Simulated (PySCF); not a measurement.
## Tm²⁷⁺: ionisation energy

Tm²⁷⁺ [Kr] 4d6 [4d3/2^4 4d5/2^2, M_J = 4] → Tm²⁸⁺ [Kr] 4d5 [4d3/2^4 4d5/2^1, M_J = 5/2], as a difference of total energies. Computed with PySCF 2.14 in an even-tempered Gaussian basis (17 s from 2.3 bohr⁻², ratio 2.8; 14 p from 2.9 bohr⁻², ratio 2.8; 9 d from 2.9 bohr⁻², ratio 2.8; 3 f from 13 bohr⁻², ratio 3), with the two-component X2C-1e Hamiltonian. Correlated levels: [Ar] 3d10 frozen; the 92 highest virtual spinors dropped. "Screened" scales the spin-orbit matrix elements by Boettger's factors to mimic the two-electron term; Breit and QED terms are absent.

| method | ionisation energy (eV) |
| --- | --- |
| GHF (spin-free) | 1000.8 |
| GMP2 (spin-free) | 1001.3 |
| GHF (screened spin-orbit) | 1002.8 |
| GMP2 (screened spin-orbit) | 1003.0 |

Breit and QED terms and the two-electron picture change are absent.

The spin-free rows relax to the high-spin LS determinant and lack the spin-orbit shift.

The labels give the starting determinants; with spin-orbit coupling the two ends relaxed to ⟨J²⟩ = 20.03, ⟨L²⟩ = 10.28, ⟨S²⟩ = 3.84 and ⟨J²⟩ = 8.76, ⟨L²⟩ = 3.06, ⟨S²⟩ = 4.71.

For comparison: 1004 ± 4 eV (theoretical estimate listed by NIST; NIST Atomic Spectra Database, ionization energies).
